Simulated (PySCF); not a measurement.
H₂PtO: from structure and modes to constants

Computed with PySCF, PBE0, basis Pt def2-TZVP with ECP60, O def2-TZVP, H def2-TZVP (scalar-relativistic core potentials, no spin–orbit coupling, density fitting).

The singlet minimum has Cs symmetry. Masses (u): Pt 194.96477, O 15.99492, H 1.00782.

```xyz
4
charge 0 multiplicity 1, angstrom
Pt    0.0094    0.1236    0.0000
O    -0.0002   -1.6131    0.0000
H    -0.8633    0.8533   -1.0361
H    -0.8633    0.8533    1.0361
```

Harmonic wavenumbers (cm⁻¹): 541.1 (a'', ×1), 615.5 (a', ×1), 708.3 (a', ×1), 887.5 (a', ×1), 2374.8 (a'', ×1), 2395.1 (a', ×1).

Question: Find the principal moments of inertia and the rotational constants. What kind of rotor is it?

Answer: About the centre of mass I = 3.6478, 47.588, 48.268 u Å². With B = 16.8576/I this gives 4.621, 0.3542, 0.3493 cm⁻¹. The molecule is an asymmetric top with κ = -1.00.

Question: Give the standard entropy (298.15 K, 1 bar) by its translational, rotational, vibrational and spin parts, and Cp.

Answer: Sackur–Tetrode with M = 212.98 u gives 175.7; rotation with symmetry number 1 gives 86.1; vibration 6.0; spin R ln 1 = 0.0. The total is 267.8 J/(mol K), and Cp = 4 R + 14.6 = 47.9 J/(mol K).

Stability towards spin polarisation was not tested. Other isomers or separated fragments may lie lower. With an element this heavy the missing spin–orbit coupling can shift these numbers.
